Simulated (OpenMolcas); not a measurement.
# An input for GeHCl3 (SMILES [Cl][GeH]([Cl])[Cl])

GeHCl3 has 5 atoms, charge 0, and is taken as a singlet. SMILES: `[Cl][GeH]([Cl])[Cl]`. The shape is that of a PBE0-D4/def2-TZVP optimisation.

```csv
atom,x (Å),y (Å),z (Å)
Cl,-1.1777,-0.0128,1.7007
Ge,0.1024,0.0906,0.0062
Cl,1.1179,-1.7676,-0.1853
Cl,-1.0951,0.3856,-1.7258
H,1.1026,1.2307,0.1630
```

Settings wanted:

```json
{"method": "HF", "reference": "RHF", "basis set": "3-21G", "task": "gradient", "nucleus": "point", "SCF convergence threshold": "1e-10", "d and f functions": "spherical"}
```

Question: Give an OpenMolcas 26.06 job that does this.

Answer: This one ran through:

job.inp:
```
&gateway
baslib = $CurrDir
basisset
Cl.3-21G....
Cl1 -1.177700 -0.012800 1.700700 angstrom
Cl3 1.117900 -1.767600 -0.185300 angstrom
Cl4 -1.095100 0.385600 -1.725800 angstrom
End of Basis
basisset
Ge.3-21G....
Ge2 0.102400 0.090600 0.006200 angstrom
End of Basis
basisset
H.3-21G....
H5 1.102600 1.230700 0.163000 angstrom
End of Basis
&seward
&scf
thresholds = 1e-10 1e-07 1e-07 1e-05
prorbitals = 1
&alaska
```

```bash
$ export MOLCAS_MEM=1860
$ pymolcas job.inp > job.log
```

(Basis files named in the input come from the Basis Set Exchange and aren't shown.)

Calculated total energy: -3437.93335 Eh, largest force 1.780 eV/Å. The shape is far from stationary at this level.
